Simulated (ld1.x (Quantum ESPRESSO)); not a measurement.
# What the settings do to the TM semilocal potential of germanium (Ge)

Base potential:

```json
{"Element": "germanium (Ge)", "Generator": "ld1.x (Quantum ESPRESSO) 7.5", "Type": "norm-conserving Troullier–Martins (semilocal form)", "Functional": "revPBE", "Relativity": "scalar-relativistic", "Frozen core": "[Ar]", "Valence charge": "14", "Reference configuration": "3d10 4s2 4p2", "Partial waves": "4s (bound): rc 1.30 bohr; 3d (bound): rc 1.10 bohr; 4p (bound): rc 1.50 bohr", "Local potential": "the p channel", "Core correction": "none"}
```

Cutoffs, loose and tight: the cutoffs (Ry, on a coarse ladder) from which the occupation-weighted sum of valence levels, in a spherical-Bessel basis at the reference potential, stays within 10 and 1 mRy of its value at 400 Ry. They do not see the model core or the augmentation charge, which bear on the density cutoff. Test errors are all-electron minus pseudo excitation energies from the reference, over the configurations 3d10 4s2 4p1; 3d10 4s2 4p0; 3d10 4s1 4p0; 3d10 4s1 4p3; 3d10 4s0 4p4; 3d10 4s1 4p2; 3d10 4s2 4p2.3. A dash means not determined; rows that change the core or the reference have their own tests.

A true bound ghost makes a file unfit for plane-wave use even where its test errors are small: the radial tests pick states by their node count and pass the ghost by.

In the semilocal form every listed channel keeps its own potential, so the choice of the local channel does not act on these tests. It acts once the file is put into the separable form.

A semilocal file is local in each channel, so a ghost entry of none says nothing of the separable form that plane-wave codes build from it.

```tsv
change	outcome	cutoff, loose	cutoff, tight	bound ghosts	largest test error (meV)
base	generated	230 Ry	over 300 Ry	none	+36
form changed from semilocal to separable (Kleinman–Bylander), still TM; local potential the s channel	generated	230 Ry	over 300 Ry	p	+35
wave 4p (bound): rc 1.50 bohr becomes 4p (bound): rc 1.34 bohr	generated	230 Ry	over 300 Ry	none	+44
core correction a·sin(br)/r model core inside 0.62 bohr	generated	230 Ry	over 300 Ry	none	-10
reference 3d10 4s2 4p1.75	generated	230 Ry	over 300 Ry	none	-202
all radii scaled by about 1.29 (s 1.68, p 1.92, d 1.42 bohr)	generated	160 Ry	260 Ry	none	+25
wave 4s (bound): rc 1.30 bohr becomes 4s (bound): rc 1.06 bohr	generated	230 Ry	over 300 Ry	none	+162
local potential the d channel	generated	230 Ry	over 300 Ry	none	+36
all radii scaled by about 1.09 (s 1.42, p 1.64, d 1.20 bohr)	generated	200 Ry	over 300 Ry	none	+27
```

Question: What comes out with this change to the base: functional LDA (PZ)?

Answer: outcome: generated; cutoff, loose: 230 Ry; cutoff, tight: over 300 Ry; bound ghosts: none; largest test error (meV): +27.

Question: What comes out with this change to the base: wave 3d (bound): rc 1.10 bohr becomes 3d (bound): rc 1.58 bohr?

Answer: outcome: generated; cutoff, loose: 140 Ry; cutoff, tight: 230 Ry; bound ghosts: none; largest test error (meV): +30.
